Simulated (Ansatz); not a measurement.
`[OH][SnH]([OH])[Br]` at its PBE0-D4/def2-TZVP geometry, where that method's forces vanish. The species carries charge 0 and has multiplicity 1. Sn: def2 effective core potential.

```json
{"atom": "O1", "x (Å)": "1.425", "y (Å)": "-0.218", "z (Å)": "0.857"}
{"atom": "Sn2", "x (Å)": "-0.079", "y (Å)": "-0.368", "z (Å)": "-0.373"}
{"atom": "O3", "x (Å)": "-0.373", "y (Å)": "1.392", "z (Å)": "-1.141"}
{"atom": "Br4", "x (Å)": "-2.008", "y (Å)": "-1.004", "z (Å)": "1.039"}
{"atom": "H5", "x (Å)": "1.188", "y (Å)": "-0.456", "z (Å)": "1.757"}
{"atom": "H6", "x (Å)": "0.184", "y (Å)": "-1.445", "z (Å)": "-1.648"}
{"atom": "H7", "x (Å)": "-0.337", "y (Å)": "2.099", "z (Å)": "-0.491"}
```

(1) For each bond, give half the difference of the two atoms' forces along it (eV/Å; positive pushes the atoms apart) under PBE-D4, r2SCAN-D4, B3LYP-D4, ωB97M-V in def2-TZVPP. (Estimate.)

Results:

(1) The calculation gave: 
```tsv
bond	length (Å)	PBE-D4	r2SCAN-D4	B3LYP-D4	ωB97M-V
O1–Sn2	1.949	0.34	0.11	0.24	0.04
O1–H5	0.961	0.38	0.03	-0.04	-0.05
Sn2–O3	1.942	0.36	0.12	0.23	0.03
Sn2–Br4	2.474	0.09	0.03	0.17	-0.06
Sn2–H6	1.690	-0.02	-0.04	-0.12	-0.13
O3–H7	0.961	0.38	0.03	-0.03	-0.05
```

B3LYP here is the variant with VWN-RPA as its local correlation; programs differ in this.

Computed with Ansatz.
